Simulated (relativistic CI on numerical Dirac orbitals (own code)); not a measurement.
## Au2+: calculation against measurement

Calculated at this level of theory: Dirac-Coulomb-Breit CI, orbitals from a KLI potential per configuration, a model potential for QED, valence Slater integrals scaled by 0.85, P86 correlation energy added to each configuration (own radial code, finite nucleus).

CI space (outside the closed core [Xe] 4f14): 5d9, 5d8 6s, 5d8 6p, 5d8 5f, 5d7 6s 6p, 5d8 7s, 5d8 6d, 5d8 7p, 5d8 7d, 5d8 6f, 5d8 5g, 5d8 7f, 5d7 5f 6s, 5d7 6s2, 5d6 6s2 6p, 5d6 5f 6s2, 5d6 6s2 7s, 5d6 6s2 6d, 5d6 6s2 7p. Double excitations out of closed p, d and f shells are left out; levels of such configurations are missing from the list, as are those of other unlisted configurations, and high levels can miss mixing partners.

```tsv
Configuration	Term (tabulated)	J	Measured (cm⁻¹)	Computed	Error	Purity (%)
5d9	2D	5/2	0.0	0	0	98
5d9	2D	3/2	12694.0	11794	-900	97
5d8 6s	4F	9/2	29753.6	33355	3601	97
5d8 6s	4F	7/2	35076.7	38908	3831	71
5d8 6s	4F	5/2	44425.9	47828	3402	58
5d8 6s	2F	7/2	45740.5	49618	3878	67
5d8 6s	4P †	1/2	49438.9	54189	4750	86
5d8 6s	4P †	3/2	49969.4	54014	4044	57
5d8 6s	2G	9/2	57818.6	61741	3923	95
5d8 6s	2P	1/2	58327.1	63866	5539	86
5d8 6s	2G	7/2	58584.6	62503	3919	92
```

Measured levels from Iglesias, J. Res. Natl. Bur. Stand. 64A, 481 (1960); pairs were made by configuration, J and term (by order where the table uses no LS term), so strongly mixed levels may be paired wrongly. Some J values or terms of the table were assigned by a fit.

Mean error by configuration (cm⁻¹): 5d9 -900; 5d8 6s 4013. Over the excited levels the mean absolute error is 3624 cm⁻¹ (10 of the 16 excited levels that our extract of the source holds in range could be paired, and the others can miss by more), and the median relative error of those above 1,000 cm⁻¹ is 8.1 %. † marks terms whose computed intervals miss the measured ones by more than a factor of 2.5, or configurations far off the rest, from wrong mixing, a near crossing or a doubtful label or measurement; they are left out of the means.
